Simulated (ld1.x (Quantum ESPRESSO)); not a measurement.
**An all-electron radial function and its pseudo partner (bromine (Br))**

Columns: radius, all-electron u(r) and pseudo u(r) of the 4p shell (level -12.46 eV) of bromine in the configuration [Ar] 3d10 4s2 4p4.5; revPBE, scalar-relativistic, TM semilocal scheme, ld1.x (Quantum ESPRESSO) 7.5.

```csv
r (bohr),all-electron,pseudo
0.088,0.2118,0.0041
0.175,0.0761,0.0162
0.262,-0.1714,0.0363
0.350,-0.3222,0.0647
0.438,-0.3435,0.1012
0.525,-0.2722,0.1451
0.612,-0.1494,0.1965
0.700,-0.0042,0.2554
0.788,0.1421,0.3201
0.875,0.2765,0.3881
0.962,0.3952,0.4578
1.050,0.4969,0.5271
1.138,0.5803,0.5918
1.225,0.6455,0.6482
1.312,0.6951,0.6947
1.400,0.7309,0.7300
1.487,0.7538,0.7534
1.575,0.7661,0.7659
1.662,0.7691,0.7691
1.750,0.7644,0.7644
1.838,0.7535,0.7535
1.925,0.7376,0.7376
2.012,0.7178,0.7178
2.100,0.6948,0.6948
2.188,0.6695,0.6695
2.275,0.6429,0.6429
```

(1) How many radial nodes do the two functions have?

(2) At about which radius was the pseudo-wave matched?

(3) Is the pseudo-wave norm-conserving?

Answers

(1) The all-electron 4p function has n − l − 1 = 2; the pseudo-wave has 0, since the states of the same l below it are removed with the core.

(2) 1.75 bohr. The columns agree to 0.0005 from 1.49 bohr on; several derivatives are matched, so the curves merge somewhat inside the radius.

(3) Yes: the TM semilocal scheme keeps the norm inside the radius equal to the all-electron one, which fixes the energy derivative of the logarithmic derivative at the level.
